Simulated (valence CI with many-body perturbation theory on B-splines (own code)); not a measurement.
**Energy levels of Dy¹⁷⁺**

Calculated by valence CI with perturbative core correlation (CI+MBPT): three valence electrons over a frozen Dirac-Fock core [Kr] 4d10, radial functions for each j: 7 s, 7 p, 7 d, 7 f, 4 g, 2 h, with the one-electron correlation potential Σ1 (screened to all orders), the two-electron term Σ2, the three-electron term Σ3, Breit, model QED; selected single and double excitations, second order for the rest, scaled by the run's own slope (own B-spline code, finite nucleus).

No measured spectrum was set against this ion. As an estimate, terms of the open shell hold to a few per cent of their energy, and close levels can change places.

Levels 136 to 180 of 244, with energies above the lowest level, (4f5/2^3) J=9/2. "Leading %" is the weight of the configuration and term that name the level; weights of strongly mixed levels are sums over their largest components and can fall short. In the jj column 3d3/2^4 stands for four electrons in 3d with j = 3/2. Lifetimes count E1, E2, E3, M1 and M2 decay at the calculated energies, and are blank where another channel may lead or the interval is too uncertain; long ones can be off by a factor of two.

| No. | Configuration | Term | J | E (cm⁻¹) | Leading % | Lifetime | g | Leading jj |
| --- | --- | --- | --- | --- | --- | --- | --- | --- |
| 136 | 4f²5p | ²P° | 3/2 | 649740 | 97 | 46.2 ps | 1.330 | 4f7/2^2 5p3/2 (72 %) |
| 137 | 4f5s5p | ⁴G | 5/2 | 651370 | 56 | 10.6 ns | 0.764 | 4f5/2 5s 5p1/2 (98 %) |
| 138 | 4f5s5p | ⁴G | 7/2 | 662230 | 49 | 1.52 ns | 1.099 | 4f7/2 5s 5p1/2 (50 %) |
| 139 | 4f5s5p | ⁴F | 3/2 | 664350 | 69 | 838 ps | 0.562 | 4f5/2 5s 5p1/2 (91 %) |
| 140 | 4f5s5p | ²F | 7/2 | 666870 | 39 | 1.01 ns | 1.161 | 4f7/2 5s 5p1/2 (51 %) |
| 141 | 4f5s5p | ⁴F | 5/2 | 668760 | 30 | 562 ps | 1.035 | 4f5/2 5s 5p1/2 (76 %) |
| 142 | 4f5s5p | ⁴F | 9/2 | 676810 | 41 | 731 ps | 1.224 | 4f7/2 5s 5p1/2 (92 %) |
| 143 | 4f5s5p | ²F | 5/2 | 680140 | 48 | 614 ps | 0.966 | 4f7/2 5s 5p1/2 (73 %) |
| 144 | 4f5s5p | ²G | 7/2 | 684810 | 48 | 447 ps | 1.068 | 4f7/2 5s 5p1/2 (93 %) |
| 145 | 4f5s5p | ⁴F | 7/2 | 743620 | 39 | 3.09 ns | 1.132 | 4f5/2 5s 5p3/2 (97 %) |
| 146 | 4f5s5p | ⁴F | 5/2 | 746430 | 40 | 2.14 ns | 1.092 | 4f5/2 5s 5p3/2 (98 %) |
| 147 | 4f5s5p | ⁴G | 9/2 | 749100 | 55 | 16.3 ns | 1.234 | 4f5/2 5s 5p3/2 (54 %) |
| 148 | 4f5s5p | ⁴D | 3/2 | 752130 | 72 | 3.97 ns | 1.004 | 4f5/2 5s 5p3/2 (98 %) |
| 149 | 4f5s5p | ⁴D | 1/2 | 755990 | 100 | 46.4 ns | -0.005 | 4f5/2 5s 5p3/2 (100 %) |
| 150 | 4f5s5p | ²F | 7/2 | 758810 | 37 | 4.96 ns | 1.200 | 4f7/2 5s 5p3/2 (97 %) |
| 151 | 4f5s5p | ⁴G | 11/2 | 759450 | 100 | 50.4 ns | 1.272 | 4f7/2 5s 5p3/2 (100 %) |
| 152 | 4f5s5p | ²G | 9/2 | 764670 | 84 | 7.25 ns | 1.143 | 4f7/2 5s 5p3/2 (53 %) |
| 153 | 4f5s5p | ⁴D | 5/2 | 765290 | 35 | 591 ps | 1.131 | 4f7/2 5s 5p3/2 (95 %) |
| 154 | 4f5s5p | ²D | 3/2 | 776420 | 81 | 2.53 ns | 0.839 | 4f7/2 5s 5p3/2 (98 %) |
| 155 | 4f5s5p | ²F | 5/2 | 789130 | 77 | 27.4 ps | 0.897 | 4f5/2 5s 5p3/2 (91 %) |
| 156 | 4f5s5p | ²F | 7/2 | 797440 | 52 | 25.2 ps | 1.055 | 4f5/2 5s 5p3/2 (56 %) |
| 157 | 4f5s5p | ²G | 7/2 | 802780 | 62 | 25.2 ps | 0.989 | 4f7/2 5s 5p3/2 (57 %) |
| 158 | 4f5s5p | ²D | 3/2 | 804310 | 91 | 23.3 ps | 0.785 | 4f5/2 5s 5p3/2 (91 %) |
| 159 | 4f5s5p | ²G | 9/2 | 810040 | 89 | 23.9 ps | 1.122 | 4f7/2 5s 5p3/2 (92 %) |
| 160 | 4f5s5p | ²D | 5/2 | 815670 | 88 | 23.2 ps | 1.188 | 4f7/2 5s 5p3/2 (90 %) |
| 161 | 4f²5d | ⁴I | 9/2 | 919620 | 59 | 7.37 ps | 0.806 | 4f5/2^2 5d3/2 (84 %) |
| 162 | 4f²5d | ⁴K | 11/2 | 922710 | 61 | 11.4 ps | 0.845 | 4f5/2^2 5d3/2 (95 %) |
| 163 | 4f²5d | ⁴H | 7/2 | 926850 | 72 | 5.33 ps | 0.739 | 4f5/2^2 5d3/2 (81 %) |
| 164 | 4f²5d | ⁴G | 5/2 | 927030 | 54 | 8.80 ps | 0.729 | 4f5/2^2 5d3/2 (86 %) |
| 165 | 4f²5d | ⁴I | 11/2 | 928760 | 47 | 8.13 ps | 0.994 | 4f5/2 4f7/2 5d3/2 (94 %) |
| 166 | 4f5p² | ⁴G° | 5/2 | 929390 | 37 | 52.2 ps | 0.846 | 4f5/2 5p1/2^2 (96 %) |
| 167 | 4f²5d | ²H | 9/2 | 932270 | 37 | 7.34 ps | 0.948 | 4f5/2 4f7/2 5d3/2 (76 %) |
| 168 | 4f²5d | ⁴K | 13/2 | 934810 | 80 | 11.2 ps | 0.984 | 4f5/2 4f7/2 5d3/2 (86 %) |
| 169 | 4f²5d | ⁴H | 7/2 | 934890 | 72 | 8.74 ps | 0.744 | 4f5/2^2 5d3/2 (74 %) |
| 170 | 4f²5d | ⁴I | 11/2 | 936440 | 39 | 8.72 ps | 1.031 | 4f5/2 4f7/2 5d3/2 (35 %) |
| 171 | 4f²5d | ²P | 1/2 | 936510 | 55 | 6.48 ps | 0.685 | 4f5/2^2 5d3/2 (87 %) |
| 172 | 4f²5d | ⁴G | 7/2 | 936670 | 58 | 9.26 ps | 0.980 | 4f5/2 4f7/2 5d3/2 (76 %) |
| 173 | 4f²5d | ⁴H | 9/2 | 937100 | 62 | 7.02 ps | 0.931 | 4f5/2^2 5d5/2 (66 %) |
| 174 | 4f²5d | ⁴I | 13/2 | 940500 | 62 | 7.39 ps | 1.117 | 4f7/2^2 5d3/2 (63 %) |
| 175 | 5s²5p | ²P° | 1/2 | 940720 | 98 | 1.63 ns | 0.664 | 5s^2 5p1/2 (98 %) |
| 176 | 4f²5d | ⁴F | 3/2 | 940730 | 52 | 6.13 ps | 0.735 | 4f5/2^2 5d3/2 (59 %) |
| 177 | 4f²5d | ⁴H | 9/2 | 942050 | 33 | 7.96 ps | 1.005 | 4f5/2 4f7/2 5d3/2 (78 %) |
| 178 | 4f²5d | ²D | 5/2 | 942100 | 31 | 7.72 ps | 1.095 | 4f5/2 4f7/2 5d3/2 (70 %) |
| 179 | 4f²5d | ⁴H | 11/2 | 942130 | 44 | 7.25 ps | 1.047 | 4f7/2^2 5d3/2 (42 %) |
| 180 | 4f²5d | ⁴G | 5/2 | 942610 | 40 | 7.91 ps | 0.905 | 4f5/2^2 5d3/2 (54 %) |

Where two levels of one J and parity lie close, their mixing, g and order are uncertain.
